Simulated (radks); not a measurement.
Initial-state core-level shifts of the ytterbium ion Yb+ when its valence configuration changes from [Xe] 4f14 6s1. Calculated with a radial shooting solver on a logarithmic mesh with Libxc functionals: Dirac Kohn-Sham, PBEsol, spin-unpolarised, spherical densities, finite nucleus; open shells are shared between the two j in proportion to 2j + 1; Fermi nuclear charge, rms radius 5.3108 fm. Shifts are changes of the shell-averaged eigenvalues in eV (positive: less bound); the change of the density at the nucleus, which sets a Mossbauer isomer shift, is in e/bohr^3, on a base of 1.025e+06.

| valence | 2s | 2p | 3d | 4d | density at nucleus |
|---|---|---|---|---|---|
| 4f13 6s1 6p1 | -10.878 | -10.804 | -11.490 | -11.029 | +56.3 |
| 4f14 6s0.5 6p0.5 | -0.738 | -0.738 | -0.728 | -0.737 | -23.6 |
| 4f13.5 5d0.5 6s1 | -3.484 | -3.451 | -3.787 | -3.577 | +21.4 |
| 4f12 5d2 6s1 | -15.430 | -15.267 | -16.946 | -15.604 | +98.8 |
| 4f14 6p1 | -1.462 | -1.463 | -1.441 | -1.461 | -47.7 |
| 4f13 6s2 | -9.423 | -9.349 | -10.046 | -9.576 | +111.1 |
| 4f13 5d1 6s1 | -7.237 | -7.166 | -7.896 | -7.395 | +45.2 |
| 4f11 5d3 6s1 | -24.436 | -24.162 | -26.985 | -24.437 | +158.9 |
| 4f12 5d1 6s2 | -17.899 | -17.733 | -19.381 | -18.053 | +172.3 |
